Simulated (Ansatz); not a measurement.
`CSC(C)S` + `[SH][GeH2][Cl]` → `C[S][GeH2][Cl]` + `CSCS`  (substitution at a C–C bond)

Gas-phase electronic energies from Ansatz, PBE0-D4/def2-TZVP geometries. CCSD(T)/CBS is the MP2 limit (def2-TZVPP, def2-QZVPP) plus CCSD(T) − MP2 in def2-TZVPP, frozen cores. Functionals use def2-TZVPP. B3LYP here is the variant with VWN-RPA as its local correlation; programs differ in this. For Ge outer-core shells are correlated without core-valence functions, which leaves a few kJ/mol of doubt a bond. Scalar relativity is left out up to krypton. Each species was taken in one conformer, which may not be the lowest.

| level | ΔE (kcal/mol) |
| --- | --- |
| r2SCAN-D4 | 1.8 |
| PBE0-D4 | 1.7 |
| B3LYP-D4 | 1.4 |
| ωB97X-V | 2.1 |
| PBE | 1.0 |
| PBE0 | 1.6 |
| CCSD(T)/def2-TZVPP | 3.3 |
| MP2/def2-QZVPP | 3.1 |

(1) What does CCSD(T)/CBS give? (Best estimate.)

Largest T1 diagnostic among the species: 0.011.

Results:

(1) The calculation gave: +2.7 kcal/mol. The listed levels differ from it by -0.9, -1.0, -1.3, -0.6, -1.7, -1.1, 0.6, 0.4 kcal/mol.

In def2-TZVPP, CCSD(T) changes the Hartree–Fock value by +1.5 kcal/mol (the triples alone add +0.0 kcal/mol) and MP2 by +1.7 kcal/mol.
